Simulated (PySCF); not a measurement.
Geometries of 4 isomers of C2H6OSSi, from PySCF 2.14.0, PBE0-D3(BJ)/def2-SVP geometry optimisation, gas phase. One conformer each, no zero-point energy, no frequencies.

Question: Which isomer lies lowest at this level?
A.
```xyz
11
angstrom
C     -1.605   -0.244   -0.269
C     -0.255   -0.441    0.358
O     -0.090   -1.158    1.321
Si     1.291    0.492   -0.390
S      2.923   -0.330    0.696
H     -1.849    0.829   -0.318
H     -1.581   -0.612   -1.308
H     -2.375   -0.784    0.301
H      1.368    0.244   -1.861
H      1.088    1.960   -0.187
H      1.999   -0.992    1.454
```
B.
```xyz
11
angstrom
C     -1.801   -0.033   -0.163
C     -0.429   -0.381    0.301
S     -0.132   -1.456    1.491
Si     1.099    0.433   -0.504
O      2.431   -0.128    0.298
H     -1.968    1.053   -0.056
H     -1.896   -0.248   -1.242
H     -2.577   -0.581    0.389
H      1.104    0.062   -1.951
H      0.966    1.915   -0.391
H      2.155   -0.785    0.962
```
C.
```xyz
11
angstrom
Si     1.840    0.075   -0.467
O      0.250   -0.084    0.056
C     -0.640   -0.961   -0.499
C     -2.033   -0.514   -0.650
S     -1.173   -0.726   -2.236
H      1.882    0.525   -1.887
H      2.450    1.085    0.436
H      2.549   -1.236   -0.343
H     -0.457   -2.014   -0.243
H     -2.844   -1.222   -0.447
H     -2.233    0.522   -0.359
```
D.
```xyz
11
angstrom
C     -1.707    0.307   -0.049
C     -0.266    0.658   -0.207
S      0.302    2.069   -0.821
O      0.539   -0.299    0.224
Si     2.253   -0.088    0.150
H     -1.943    0.248    1.027
H     -1.892   -0.693   -0.472
H     -2.353    1.052   -0.525
H      2.715   -1.383    0.723
H      2.710    0.042   -1.258
H      2.684    1.040    1.014
```

Answer: D. That is `C(C)(=S)O[SiH3]`, 2.9 kcal/mol below the next.

```json
{"SMILES": "CC(=S)O[SiH3]", "atoms numbered as above": "[CH3:1][C:2](=[S:3])[O:4][SiH3:5]", "E (Eh)": "-841.99349", "relative (kcal/mol)": "0.0", "relative (kJ/mol)": "0.0", "dipole (D)": "1.66"}
{"SMILES": "CC(=S)[SiH2]O", "atoms numbered as above": "[CH3:1][C:2](=[S:3])[SiH2:4][OH:5]", "E (Eh)": "-841.98890", "relative (kcal/mol)": "2.9", "relative (kJ/mol)": "12.1", "dipole (D)": "2.44"}
{"SMILES": "CC(=O)[SiH2]S", "atoms numbered as above": "[CH3:1][C:2](=[O:3])[SiH2:4][SH:5]", "E (Eh)": "-841.98622", "relative (kcal/mol)": "4.6", "relative (kJ/mol)": "19.1", "dipole (D)": "3.05"}
{"SMILES": "[SiH3]O[C@H]1CS1", "atoms numbered as above": "[SiH3:1][O:2][C@H:3]1[CH2:4][S:5]1", "E (Eh)": "-841.96450", "relative (kcal/mol)": "18.2", "relative (kJ/mol)": "76.1", "dipole (D)": "1.21"}
```

As drawn, the lowest has a C=S bond, which the highest lacks; the highest has a three-membered ring, which the lowest lacks.
